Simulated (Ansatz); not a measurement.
Ansatz (a first-principles code) input:

Ansatz 0.2 input:
```yaml
crystal:
  periodic: [false, false, false]
  atoms:
    - {symbol: C, position_ang: [2.82748433, -0.02553496, 0.51953316]}
    - {symbol: C, position_ang: [1.68602300, 0.58615309, -0.29430073]}
    - {symbol: C, position_ang: [0.30340711, 0.01517412, 0.03501591]}
    - {symbol: C, position_ang: [-0.82427356, 0.62394203, -0.77556287]}
    - {symbol: C, position_ang: [-2.05243051, 0.14696739, -0.50674466]}
    - {symbol: C, position_ang: [-2.42292659, -0.92795738, 0.51450513]}
    - {symbol: H, position_ang: [3.79979994, 0.40695600, 0.25834617]}
    - {symbol: H, position_ang: [2.67158017, 0.12880057, 1.59234877]}
    - {symbol: H, position_ang: [2.88961111, -1.10677759, 0.35788584]}
    - {symbol: H, position_ang: [1.65292829, 1.67029135, -0.14312899]}
    - {symbol: H, position_ang: [1.86758468, 0.44558036, -1.36506368]}
    - {symbol: H, position_ang: [0.13819983, 0.15147974, 1.12372899]}
    - {symbol: H, position_ang: [0.35490301, -1.08387481, -0.10794803]}
    - {symbol: H, position_ang: [-2.92005044, 0.53777946, -1.05178131]}
    - {symbol: H, position_ang: [-2.13808332, -0.64861316, 1.53954771]}
    - {symbol: H, position_ang: [-3.50171068, -1.12882607, 0.52406141]}
    - {symbol: H, position_ang: [-1.91846521, -1.88526150, 0.31732736]}
basis:
  gaussian:
    orbitals: aug-cc-pVDZ
total_charge: -1
magnetization: {spin_polarized: false}
correlation: {method: ccsd_t, electrons: outside_noble_gas}
output: {forces: true}
```

Q: What final total energy does it print?

A: -234.53826 Eh (CCSD(T)/aug-cc-pVDZ). The basis has 237 functions.

It need not be the lowest isomer of its formula. Whether it binds its extra electron was not tested at this geometry.
